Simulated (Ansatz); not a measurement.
LiO4H8²⁺, that is [Li(H2O)4]+ with one electron fewer. Total charge 2; doublet. Geometry r2SCAN-D4/def2-SVP, that of the charge +1 singlet; atoms count from 1.

```csv
atom,x (Å),y (Å),z (Å)
Li1,0.002,0.000,-0.002
O2,0.721,-1.577,-0.845
H3,1.659,-1.776,-0.969
H4,0.254,-2.364,-1.156
O5,-1.349,-0.548,1.257
H6,-2.234,-0.165,1.337
H7,-1.341,-1.293,1.873
O8,-0.771,1.165,-1.327
H9,-0.973,2.108,-1.260
H10,-0.954,0.934,-2.248
O11,1.398,0.960,0.915
H12,2.076,1.546,0.552
H13,1.511,1.010,1.874
```

**Question.** Estimate the Mulliken populations from the PBE0/def2-TZVP orbitals of Ansatz.

**Answer.** 
```tsv
atom	charge (e)	spin (α − β)
Li1	0.85	-0.02
O2	-0.56	0.27
H3	0.42	-0.01
H4	0.42	-0.01
O5	-0.56	0.27
H6	0.42	-0.01
H7	0.42	-0.01
O8	-0.56	0.27
H9	0.42	-0.01
H10	0.42	-0.01
O11	-0.56	0.27
H12	0.42	-0.01
H13	0.42	-0.01
```
Mulliken values and Mayer orders depend strongly on the basis.

**Question.** Where does the spin sit?

**Answer.** Summed by element: Li -0.02, O 1.07, H -0.05, of 1 unpaired in all. Largest on single atoms: O2 0.27, O8 0.27, O11 0.27.
